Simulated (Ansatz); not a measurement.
`CCB(C)F` + H–F → `CCB(F)F` + CH₄ at 600 K and 1 bar (ligand exchange at a B–C bond).

Computed with Ansatz on PBE0-D4/def2-TZVP structures; ΔE is electronic, products minus reactants. CCSD(T)/CBS is the MP2 limit (def2-TZVPP, def2-QZVPP) plus CCSD(T) − MP2 in def2-TZVPP, frozen cores. This one scheme is used for every species. Each species was taken in one conformer, which may not be the lowest.

| species | CCSD(T)/CBS energy (Eh) | H − E (kJ/mol) | S (J/(mol·K)) |
| --- | --- | --- | --- |
| `CCB(C)F` | -243.64137 | 348.3 | 446.8 |
| H–F | -100.39570 | 42.3 | 194.0 |
| `CCB(F)F` | -303.63268 | 250.0 | 402.8 |
| CH₄ | -40.46206 | 140.4 | 215.7 |

H − E and S are ideal-gas, rigid-rotor, harmonic terms from PBE0-D4/def2-TZVP, for one conformer and one mirror image of each species. 1 Eh = 2625.50 kJ/mol, R = 8.31446 J/(mol·K).

By hand: ΔE, ΔH, ΔS and ΔG.

ΔE = (-303.63268) + (-40.46206) − (-243.64137) − (-100.39570) = -0.05767 Eh = -151.4 kJ/mol. Δ(H − E) = 250.0 + 140.4 − 348.3 − 42.3 = -0.2, so ΔH = -151.6 kJ/mol. ΔS = 402.8 + 215.7 − 446.8 − 194.0 = -22.3 J/(mol·K). ΔG = -151.6 − 600 × (-22.3)/1000 = -138.2 kJ/mol.

By hand: the equilibrium constant, and the temperature at which ΔG would vanish if ΔH and ΔS stayed fixed.

log₁₀ K = −ΔG/(RT ln 10) = 12.0. ΔG = 0 at ΔH/ΔS = 6798 K, far beyond where these terms or the molecules hold.

ΔH outweighs TΔS. A doubt of 5 kJ/mol in ΔE shifts log₁₀ K by 0.4 here. Other conformers and mirror images would add mixing entropy, several J/(mol·K) or more a flexible species. Modes under 60 cm⁻¹, often nearly free rotors, make the harmonic entropy too high. These are equilibria of isolated gas molecules and say nothing of rates. Largest T1 diagnostic: 0.011 (customary marks: 0.02 for closed shells, 0.045 for open ones).
